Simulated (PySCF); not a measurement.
C₄H₁₄Si₃.
Geometry (PBE0-D3(BJ)/def2-SVP, Å), atoms numbered from 1 in this order:
```
atom  x, y, z in Å
C1     0.961   -0.635   -1.443
C2     0.902   -0.172   -0.185
C3     2.140   -0.136    0.667
C4    -0.396    0.297    0.460
Si5   -0.161    1.646    1.783
Si6   -1.639    0.987   -0.804
Si7   -1.189   -1.215    1.300
H8     1.906   -0.985   -1.864
H9     0.083   -0.693   -2.092
H10    1.992   -0.683    1.613
H11    2.998   -0.580    0.144
H12    2.411    0.899    0.936
H13    0.619    2.797    1.233
H14   -1.504    2.136    2.214
H15    0.549    1.121    2.990
H16   -2.092   -0.054   -1.776
H17   -1.018    2.117   -1.559
H18   -2.850    1.480   -0.079
H19   -0.188   -1.890    2.181
H20   -1.659   -2.183    0.264
H21   -2.355   -0.795    2.140
```

Computed with PySCF at CAM-B3LYP/def2-SVPD, non-relativistic, on one gas-phase PBE0-D3(BJ)/def2-SVP geometry that isn't relaxed in the solvent. The solvent is an IEF-PCM continuum (van der Waals radii × 1.2), and excitations are vertical TDDFT with non-equilibrium linear response and a frozen core. Specific hydrogen bonds and non-electrostatic terms are outside this model.

Gas-phase singlets (H = HOMO, L = LUMO):

```csv
state,E (eV),λ (nm),f,leading configuration
S1,6.418,193,0.200,H→L 91%
S2,6.649,186,0.032,H→L+1 63%
S3,7.093,175,0.010,H→L+3 44%
S4,7.115,174,0.051,H→L+3 33%
S5,7.211,172,0.042,H→L+6 45%
```

**Question.** Give the list for chloroform (ε = 4.711), n² = 2.09.

**Answer.** 
```json
{"state": "S1", "E (eV)": "6.309", "λ (nm)": "197", "f": "0.309", "leading configuration": "H→L 87%", "change by rank (eV)": "-0.109"}
{"state": "S2", "E (eV)": "6.634", "λ (nm)": "187", "f": "0.024", "leading configuration": "H→L+1 49%", "change by rank (eV)": "-0.015"}
{"state": "S3", "E (eV)": "7.094", "λ (nm)": "175", "f": "0.030", "leading configuration": "H→L+2 31%", "change by rank (eV)": "+0.001"}
{"state": "S4", "E (eV)": "7.108", "λ (nm)": "174", "f": "0.068", "leading configuration": "H→L+3 48%", "change by rank (eV)": "-0.007"}
{"state": "S5", "E (eV)": "7.198", "λ (nm)": "172", "f": "0.055", "leading configuration": "H→L+6 41%", "change by rank (eV)": "-0.013"}
```

**Question.** The ground-state energy changes by -0.037 eV from gas to chloroform. By how much does the total energy of gas-phase S1 change?

**Answer.** E(S1) = E(S0) + excitation energy, so it changes by -0.037 − 0.109 = -0.146 eV: it is lowered more than the ground state, which is what a red shift means. This is the vertical state, with the slow part of the continuum still set for S0.

**Question.** How do the frontier levels move from gas to chloroform?

**Answer.** 
```json
{"orbital": "LUMO+2", "gas (eV)": "1.17", "solvent (eV)": "1.26", "change (eV)": "+0.09"}
{"orbital": "LUMO+1", "gas (eV)": "1.10", "solvent (eV)": "1.21", "change (eV)": "+0.11"}
{"orbital": "LUMO", "gas (eV)": "0.84", "solvent (eV)": "0.94", "change (eV)": "+0.10"}
{"orbital": "HOMO", "gas (eV)": "-8.35", "solvent (eV)": "-8.26", "change (eV)": "+0.09"}
{"orbital": "HOMO-1", "gas (eV)": "-9.78", "solvent (eV)": "-9.67", "change (eV)": "+0.11"}
{"orbital": "HOMO-2", "gas (eV)": "-10.44", "solvent (eV)": "-10.35", "change (eV)": "+0.09"}
{"orbital": "HOMO-3", "gas (eV)": "-10.70", "solvent (eV)": "-10.60", "change (eV)": "+0.10"}
```

The HOMO–LUMO gap goes from 9.19 to 9.20 eV.
